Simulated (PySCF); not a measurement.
## How methods differ on the ionisation energy of Gd⁴⁰⁺

Gd⁴⁰⁺ [Ar] 3d6 [3d3/2^4 3d5/2^2, M_J = 4] → Gd⁴¹⁺ [Ar] 3d5 [3d3/2^4 3d5/2^1, M_J = 5/2], as a difference of total energies. Calculation: PySCF 2.14, in an uncontracted even-tempered set (16 s from 8.5 bohr⁻², ratio 2.8; 12 p from 11 bohr⁻², ratio 2.8; 8 d from 11 bohr⁻², ratio 2.8; 3 f from 39 bohr⁻², ratio 3); the two-component X2C-1e Hamiltonian. Correlated levels: [Ne] frozen; the 74 highest virtual spinors dropped. "Screened" scales the spin-orbit matrix elements by Boettger's factors to mimic the two-electron term; Breit and QED terms are absent.

| method | ionisation energy (eV) |
| --- | --- |
| GHF (spin-free) | 3048.8 |
| GMP2 (spin-free) | 3049.8 |
| GHF (screened spin-orbit) | 3051.3 |
| GMP2 (screened spin-orbit) | 3051.4 |

Breit and QED terms and the two-electron picture change are absent.

The spin-free rows relax to the high-spin LS determinant and lack the spin-orbit shift.

The labels give the starting determinants; with spin-orbit coupling the two ends relaxed to ⟨J²⟩ = 20.02, ⟨L²⟩ = 11.28, ⟨S²⟩ = 3.40 and ⟨J²⟩ = 8.75, ⟨L²⟩ = 4.45, ⟨S²⟩ = 3.66.

For comparison: 3050 ± 4 eV (theoretical estimate listed by NIST; NIST Atomic Spectra Database, ionization energies).
